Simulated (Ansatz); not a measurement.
Species: C₁₀H₇Cl, SMILES `c1c2ccccc2c(Cl)cc1` (charge 0, multiplicity 1), formula C10H7Cl.

**Question.** How many basis functions does frozen-core CCSD(T)/cc-pVDZ // PBE0-D4/def2-SVP in Ansatz (a first-principles code) use, how many core orbitals are frozen, and how many electrons are correlated?

**Answer.** 193 basis functions and 15 frozen orbitals, which leaves 54 correlated electrons. Core time is of the order of minutes.
